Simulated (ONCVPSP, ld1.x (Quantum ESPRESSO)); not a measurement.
Potentials for Si (Z = 14) compared

Generated with ld1.x 7.5 (TM, RRKJ, ultrasoft, PAW), atompaw 4.2 or ONCVPSP 4.0.1. The cutoff is in Ry: for ld1.x and atompaw files where the sum of valence levels is converged to 10 mRy in a Bessel basis, for ONCV files where the hardest occupied wave has 1 mHa per electron of residual kinetic energy. The error is the largest all-electron minus pseudo excitation energy over each file’s own four to seven test configurations (ionisations up to +4, promotions, holes and added fractions of an electron), all of which were solved. The labels leave out finer settings (local radius, basis sizes, second energies), which also bear on the numbers. Spin-polarised tests are not counted. The rows are a selection from randomly drawn settings: files with unsolved tests, undetermined cutoffs or missed reference levels are left out.

```csv
potential,cutoff (Ry),largest error (meV),bound ghosts
"ONCV, PBE, scalar-relativistic, rc 1.55/1.50 (sp), local smoothed, core correction yes, reference 3s2, qcut 3.5/5.4, projectors 2/2",28,-149,none
"RRKJ, LDA (PZ), scalar-relativistic, rc 1.35/1.65 (sp), local s, core correction yes, reference 3s2 3p1",35,+67,none
"TM, PBE, scalar-relativistic, rc 1.50/1.66 (sp), local s, core correction yes, reference 3s2 3p2",21,+67,none
"ONCV, PBE, scalar-relativistic, rc 1.30/2.05 (sp), local smoothed, core correction no, reference 3s2 3p1, qcut 5.7/3.7, projectors 1/2",27,+157,none
"ONCV, PBE, scalar-relativistic, rc 0.85/1.05/0.85 (spd), local d, core correction yes, reference 2s2 2p6 3s2 3p2, qcut 12.1/14.6/10.5, projectors 3/2/0",159,+2.4,none
"ONCV, BLYP, scalar-relativistic, rc 1.50/2.15 (sp), local smoothed, core correction yes, reference 3s2 3p1, qcut 3.5/4.4, projectors 1/2",22,+84,none
"TM, PBE, scalar-relativistic, rc 1.30/2.40/2.05 (spd), local d, core correction yes, reference 3s2 3p2",40,+81,none
"ONCV, PBEsol, scalar-relativistic, rc 1.10/1.05 (sp), local smoothed, core correction yes, reference 2s2 2p6 3s2 3p0.5, qcut 13.4/11.4, projectors 2/2",117,+969,none
```

**Question.** Fill in the row for Si: ONCV, PBEsol, scalar-relativistic, rc 1.85/1.55/1.75 (spd), local smoothed, core correction yes, reference 3s2, qcut 4.1/6.4/5.5, projectors 2/2/2.

**Answer.** cutoff 15 Ry, largest error +52 meV, bound ghosts: none.
